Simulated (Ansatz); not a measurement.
Input for Ansatz (a program for electronic structure): U-CCSD(T)/def2-TZVPP on MgC-, 2S+1 = 4, a spin state set in the input, which need not be the lowest, a point of a bond scan (R = 2.201 Å). Charge -1.

Ansatz 0.2 input:
```yaml
crystal:
  periodic: [false, false, false]
  atoms:
    - {symbol: C, position_ang: [0.00000000, 0.00000000, 0.00000000]}
    - {symbol: Mg, position_ang: [0.00000000, 0.00000000, 2.20142700]}
basis:
  gaussian:
    orbitals: def2-TZVPP
total_charge: -1
magnetization: {spin_polarized: true, initial_magnetization: 3}
correlation: {method: ccsd_t, electrons: valence}
output: {orbitals: {seedname: ./end}}
```

Problem. What total energy does the run end on?

Solution. -237.6827 hartree (reference determinant -237.3606, T1 diagnostic 0.026).

Problem. How many basis functions does it have, and what does it roughly cost on one machine?

Solution. 63 functions; about 23 core-seconds (a rough figure).
